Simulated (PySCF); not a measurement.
Correlation energy of Se⁻ (selenium, charge -1)

[Ar] 3d10 4s2 4p5, 2P determinant. Computed with PySCF 2.14 in def2-TZVPPD, with the non-relativistic Hamiltonian (point nucleus). Frozen: [Ne]; 25 electrons correlated.

MP2 pair energies summed by pair of shells (mhartree):

| pair | energy | share (%) |
| --- | --- | --- |
| 3d-3d | -87.31 | 27.5 |
| 4p-4p | -78.02 | 24.6 |
| 4s-4p | -45.35 | 14.3 |
| 3p-3d | -37.19 | 11.7 |
| 3s-3d | -16.87 | 5.3 |
| 3d-4p | -16.77 | 5.3 |
| 3d-4s | -11.22 | 3.5 |
| 4s-4s | -8.61 | 2.7 |
| 3p-3p | -6.26 | 2.0 |
| 3s-3p | -4.16 | 1.3 |
| 3p-4p | -2.25 | 0.7 |
| 3p-4s | -2.13 | 0.7 |
| 3s-3s | -0.89 | 0.3 |
| 3s-4p | -0.38 | 0.1 |
| 3s-4s | -0.29 | 0.1 |

Total MP2 correlation energy: -317.71 mhartree.

Same-spin part -98.78 and opposite-spin part -218.93 mhartree; SCS-MP2 scales them by 1/3 and 6/5 to -295.64 mhartree.

This basis was not built for core-valence correlation, so the inner-shell part is incomplete.
